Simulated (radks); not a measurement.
As32+, 1 electrons, occupied as 1s1. Calculated with a radial shooting solver on a logarithmic mesh with Libxc functionals: non-relativistic Kohn-Sham, PBE, spin-polarised, spherical densities, point nucleus; open shells are filled with parallel spins first.

Radial electron density D(r) = 4 pi r^2 rho(r):

```
   r/bohr * D(r) (the largest magnitude, 17.8, reaches the edge; | marks zero)
   0.0035 |   *
 0.004074 |     *
 0.004743 |      *
 0.005521 |        *
 0.006377 |           *
 0.007423 |              *
 0.008642 |                  *
  0.01006 |                      *
  0.01171 |                           *
  0.01363 |                                 *
  0.01587 |                                      *
  0.01848 |                                            *
  0.02151 |                                                 *
  0.02484 |                                                    *
  0.02892 |                                                      *
  0.03367 |                                                     *
   0.0392 |                                                  *
  0.04563 |                                            *
  0.05312 |                                     *
  0.06185 |                            *
    0.072 |                   *
  0.08382 |           *
   0.0968 |      *
   0.1127 |  *
   0.1312 |*
   0.1527 *
   0.1778 *
```

D(r) has 1 maximum, at r = 0.0303 bohr.
